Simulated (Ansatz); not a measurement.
Calculated with Ansatz (gas phase, PBE0-D4/def2-TZVP geometries, no zero-point term in ΔE). CBS: MP2 limit from def2 TZ/QZ plus the TZ coupled-cluster correction, frozen cores. This one scheme is used for every species. Functionals use def2-TZVPP. One conformer a species, not always the lowest.

Reaction (ligand exchange at the Si–C bond): `FC/C=C/[SiH3]` + `O=C[SiH](O)Cl` → `O=C[SiH](Cl)O[SiH3]` + `C=CCF`

`FC/C=C/[SiH3]`:

Cartesian coordinates in Å:
```
F 1.228 -2.290 -0.449
C -0.118 -2.054 -0.297
C -0.411 -0.615 -0.056
C 0.498 0.353 0.010
Si 0.055 2.128 0.313
H -0.629 -2.400 -1.204
H -0.477 -2.662 0.543
H -1.471 -0.396 0.068
H 1.540 0.071 -0.123
H 0.501 2.990 -0.815
H -1.422 2.238 0.459
H 0.707 2.637 1.551
```

`O=C[SiH](O)Cl`:

Cartesian coordinates in Å:
```
O -0.642 1.825 0.177
C 0.239 1.181 -0.343
Si 0.169 -0.728 -0.144
O -1.246 -1.023 0.596
Cl 1.801 -1.221 0.994
H 1.065 1.704 -0.875
H 0.259 -1.498 -1.400
H -1.646 -0.241 0.994
```

`O=C[SiH](Cl)O[SiH3]`:

Z-matrix (Å, degrees):
```
Si
C 1 1.919
O 1 1.608 2 107.3
Cl 1 2.049 2 105.7 3 -119.8
H 1 1.478 2 113.3 3 122.3
O 2 1.207 1 118.8 3 2.7
H 2 1.114 1 121.4 3 -178.8
Si 3 1.654 1 142.8 2 -26.4
H 8 1.481 3 109.6 1 85.8
H 8 1.482 3 110.4 1 -36.6
H 8 1.483 3 106.4 1 -155.6
```

`C=CCF`:

```xyz
9

C     1.130    0.665    0.432
C    -0.158    0.363    0.416
C    -0.785   -0.640   -0.485
F     0.137   -1.232   -1.318
H     1.523    1.408    1.115
H     1.828    0.178   -0.239
H    -0.852    0.857    1.093
H    -1.270   -1.432    0.099
H    -1.552   -0.168   -1.112
```

**Question.** Is it downhill or uphill in electronic energy at CCSD(T)/CBS, and by how much? (Estimate.)

**Answer.** The calculation gave: Downhill: ΔE = -1.05 eV.

**Question.** What do these levels give: r2SCANh-D4, BHLYP-D4, MP2/def2-TZVPP, CCSD/def2-TZVPP, SCS-MP2/def2-QZVPP, MP2/CBS(def2)? (Estimate.)

**Answer.** Computed: r2SCANh-D4 -1.01, BHLYP-D4 -1.17, MP2/def2-TZVPP -1.05, CCSD/def2-TZVPP -1.08, SCS-MP2/def2-QZVPP -1.11, MP2/CBS(def2) -1.05 eV.

Largest T1 diagnostic among the species: 0.014.

The D4 term adds −0.04 eV with B3LYP and −0.02 eV with PBE0; it sums over pairs of atoms, weighted by their polarisabilities, and B3LYP, whose exchange is more repulsive, gets the larger term. From BLYP to BHLYP (50 % exact exchange), in def2-TZVPP and without D4, ΔE moves by −0.15 eV.

B3LYP here is the variant with VWN-RPA as its local correlation; programs differ in this.
